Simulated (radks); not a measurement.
Results of a calculation; reference values are marked as such.
Q: Neutral calcium, [Ar] 4s2. Level of theory: non-relativistic Kohn-Sham, LDA (Slater exchange, Perdew-Wang correlation), spin-polarised, spherical densities, point nucleus (a radial shooting solver on a logarithmic mesh with Libxc functionals). Every spin shell is full or empty, so the densities are truly spherical. Functionals are evaluated on that one density, not self-consistently. Rank these orbital-free kinetic functionals by their error against the exact value of the orbitals, and give that value: Thomas-Fermi, TF + vW, TF + vW/5, LC94, Perdew 92, Thakkar, Pearson, LKT, PG1, DePristo-Kress, Ernzerhof.

A: Exact: 674.655 hartree. From best to worst, with 100 (|E| - |E exact|)/|E exact| (equal figures are ties): DePristo-Kress -0.01, LC94 +0.06, Ernzerhof -0.16, Thakkar -0.23, Perdew 92 -0.66, Pearson -1.42, TF + vW/5 +4.35, Thomas-Fermi -6.96, PG1 +22.32, LKT +27.81, TF + vW +49.58.
